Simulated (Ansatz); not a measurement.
ClH$_{2}$O$_{2}$Y, SMILES `[OH][Y]([OH])[Cl]` from Hartree–Fock to CCSD(T)

```xyz
6

O    -0.0922    1.6540    0.7608
Y    -0.2929   -0.2587    0.1968
O     0.8615   -0.9754   -1.2765
Cl   -1.9632   -1.7318    1.3162
H     0.0494    2.5693    0.9838
H     1.4373   -1.2574   -1.9811
```

The species carries charge 0 and has multiplicity 1. Correlated methods include outer-core shells of Y, which these sets cover unevenly. Y: def2 effective core potential. The geometry is a stationary point of PBE0-D4/def2-TZVP. It is one conformer, not always the lowest. Frozen core, restricted reference, Ansatz 0.2.0.

```json
{"basis": "def2-SVP", "HF (Eh)": "-648.24740", "MP2 corr.": "?", "CCSD corr.": "-0.70910", "(T)": "?", "CCSD(T) total": "?"}
{"basis": "def2-TZVPP", "HF (Eh)": "-648.60140", "MP2 corr.": "?", "CCSD corr.": "-0.95051", "(T)": "-0.03501", "CCSD(T) total": "?"}
{"basis": "def2-QZVPP", "HF (Eh)": "?", "MP2 corr.": "-1.04370", "CCSD corr.": "–", "(T)": "–", "CCSD(T) total": "–"}
```

Question: Fill in the withheld values. (Best estimate.)

Answer: Computed: def2-SVP MP2 corr.: -0.68806; def2-SVP (T): -0.01648; def2-SVP CCSD(T) total: -648.97298; def2-TZVPP MP2 corr.: -0.93293; def2-TZVPP CCSD(T) total: -649.58692; def2-QZVPP HF (Eh): -648.62518.
